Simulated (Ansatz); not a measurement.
Steps of a relaxation of C4H6F4 (`FCC(CF)C(F)F`) with RKS PBE-D4/def2-SVP.

```sh
$ ansatz run in.yaml --threads 2 --pin off --events-out ev --progress --plain --max-ram 32768MiB --backend cpu
```

```yaml
crystal:
  periodic: [false, false, false]
  atoms:
    - {symbol: F, position_ang: [0.697300, -1.779300, -1.480600]}
    - {symbol: C, position_ang: [-0.381600, -1.053000, -0.917400]}
    - {symbol: C, position_ang: [0.130800, -0.272000, 0.253700]}
    - {symbol: C, position_ang: [1.301700, 0.716500, -0.188200]}
    - {symbol: F, position_ang: [1.708100, 1.350300, 0.893400]}
    - {symbol: C, position_ang: [-0.956700, 0.487300, 0.953600]}
    - {symbol: F, position_ang: [-1.550100, 1.295000, 0.074200]}
    - {symbol: F, position_ang: [-1.856400, -0.396300, 1.372100]}
    - {symbol: H, position_ang: [-0.808800, -0.380800, -1.638300]}
    - {symbol: H, position_ang: [-1.129300, -1.780700, -0.587300]}
    - {symbol: H, position_ang: [0.600900, -0.976500, 1.000600]}
    - {symbol: H, position_ang: [0.857000, 1.464800, -0.862100]}
    - {symbol: H, position_ang: [2.022200, 0.222400, -0.675300]}
    - {symbol: H, position_ang: [-0.648000, 1.073200, 1.830300]}
basis:
  gaussian: {orbitals: def2-SVP}
hamiltonian: {xc: pbe, dispersion: d4}
relax: {f_tol: 0.03, max_steps: 200}
```

Positions (Å) and forces (eV/Å) along the path, 6 of 6 steps:

```xyz
14
step=1 energy=-15085.4715 eV
F     0.697   -1.779   -1.481   -0.575    0.495    0.079
C    -0.382   -1.053   -0.917    1.110   -1.245    0.406
C     0.131   -0.272    0.254    2.533    0.388    0.150
C     1.302    0.717   -0.188   -5.679    0.607    0.833
F     1.708    1.350    0.893    1.463    1.278    2.338
C    -0.957    0.487    0.954    1.017   -0.265    0.210
F    -1.550    1.295    0.074   -0.877    1.365   -1.083
F    -1.856   -0.396    1.372   -1.651   -1.292    0.815
H    -0.809   -0.381   -1.638   -0.438    0.597   -1.080
H    -1.129   -1.781   -0.587   -0.444   -0.282    0.031
H     0.601   -0.977    1.001   -0.304    0.273   -0.326
H     0.857    1.465   -0.862   -0.199    0.192   -0.542
H     2.022    0.222   -0.675    3.578   -2.460   -2.081
H    -0.648    1.073    1.830    0.465    0.351    0.251
14
step=2 energy=-15085.9924 eV
F     0.701   -1.761   -1.502   -0.303    0.198    0.095
C    -0.371   -1.064   -0.918    0.642   -0.490   -0.200
C     0.147   -0.263    0.257    0.932    0.374    0.121
C     1.279    0.730   -0.168   -1.963   -0.381   -0.259
F     1.754    1.381    0.920    0.508    0.411    0.803
C    -0.975    0.479    0.955    0.493   -0.004    0.369
F    -1.584    1.323    0.084   -0.338    0.456   -0.442
F    -1.901   -0.401    1.403   -0.536   -0.441    0.212
H    -0.813   -0.400   -1.675   -0.168    0.175   -0.271
H    -1.126   -1.804   -0.597   -0.152   -0.031    0.080
H     0.602   -0.961    1.000   -0.145    0.079   -0.083
H     0.846    1.470   -0.877    0.020    0.061   -0.073
H     2.047    0.169   -0.677    0.906   -0.496   -0.388
H    -0.616    1.072    1.823    0.103    0.088    0.037
14
step=3 energy=-15086.0338 eV
F     0.599   -1.813   -1.528    0.272   -0.128   -0.117
C    -0.382   -1.063   -0.918   -0.230    0.027   -0.001
C     0.190   -0.262    0.244    0.176    0.140    0.086
C     1.273    0.733   -0.174   -0.481    0.230    0.481
F     1.685    1.440    0.958    0.007   -0.005   -0.167
C    -0.949    0.462    0.952   -0.113   -0.218   -0.123
F    -1.580    1.286    0.049    0.012    0.170    0.135
F    -1.877   -0.461    1.366   -0.017    0.109    0.206
H    -0.843   -0.381   -1.664    0.022    0.041   -0.082
H    -1.182   -1.732   -0.537    0.030   -0.060   -0.019
H     0.647   -0.969    0.972   -0.086    0.042    0.009
H     0.887    1.452   -0.928   -0.063    0.056    0.005
H     2.132    0.210   -0.589    0.541   -0.370   -0.319
H    -0.614    1.067    1.826   -0.070   -0.035   -0.095
14
step=4 energy=-15086.0662 eV
F     0.662   -1.795   -1.516   -0.002    0.044    0.037
C    -0.364   -1.069   -0.927   -0.021   -0.045   -0.049
C     0.172   -0.255    0.251   -0.014   -0.119   -0.045
C     1.269    0.722   -0.174   -0.144    0.088    0.089
F     1.746    1.395    0.944    0.038    0.014    0.029
C    -0.972    0.468    0.958   -0.042    0.139    0.056
F    -1.610    1.310    0.077    0.022    0.005   -0.057
F    -1.906   -0.422    1.418    0.105   -0.056   -0.050
H    -0.815   -0.397   -1.690    0.021   -0.004   -0.008
H    -1.152   -1.768   -0.573    0.041    0.019   -0.007
H     0.610   -0.959    0.990   -0.007   -0.011    0.032
H     0.855    1.470   -0.884   -0.006    0.024   -0.051
H     2.112    0.190   -0.662   -0.052   -0.097   -0.013
H    -0.620    1.081    1.815    0.061   -0.002    0.036
14
step=5 energy=-15086.0710 eV
F     0.694   -1.779   -1.504   -0.053    0.036    0.035
C    -0.356   -1.071   -0.930    0.045   -0.049   -0.020
C     0.159   -0.257    0.256    0.052    0.078    0.007
C     1.252    0.722   -0.171    0.006   -0.095   -0.088
F     1.763    1.378    0.939    0.012    0.011    0.031
C    -0.972    0.480    0.962    0.002   -0.026    0.002
F    -1.605    1.324    0.082   -0.016    0.021   -0.026
F    -1.901   -0.412    1.423   -0.072   -0.050    0.023
H    -0.800   -0.402   -1.701   -0.007    0.002    0.000
H    -1.136   -1.785   -0.592    0.001    0.014   -0.002
H     0.595   -0.958    1.000    0.004    0.004   -0.007
H     0.834    1.478   -0.874    0.011   -0.004    0.015
H     2.067    0.165   -0.682   -0.009    0.042    0.020
H    -0.608    1.086    1.820    0.025    0.015    0.009
14
step=6 energy=-15086.0718 eV
F     0.689   -1.784   -1.499   -0.002   -0.002    0.002
C    -0.356   -1.070   -0.929    0.003   -0.003    0.000
C     0.162   -0.254    0.255   -0.007    0.006    0.002
C     1.255    0.722   -0.173   -0.006    0.005   -0.002
F     1.767    1.377    0.940    0.003   -0.004    0.000
C    -0.974    0.477    0.962    0.007   -0.001    0.007
F    -1.608    1.321    0.081   -0.005   -0.003    0.001
F    -1.903   -0.419    1.420    0.001    0.005   -0.006
H    -0.799   -0.402   -1.701    0.000    0.001    0.001
H    -1.140   -1.778   -0.588   -0.001   -0.001    0.000
H     0.598   -0.955    0.999    0.004    0.000   -0.003
H     0.838    1.481   -0.873    0.004   -0.001    0.001
H     2.071    0.170   -0.684    0.003    0.001    0.001
H    -0.611    1.085    1.820   -0.002   -0.004   -0.003
```

Hardware: 2 threads of an AMD EPYC 7R13 on a shared host. Wall time 18 s, peak host memory 0.2 GiB.
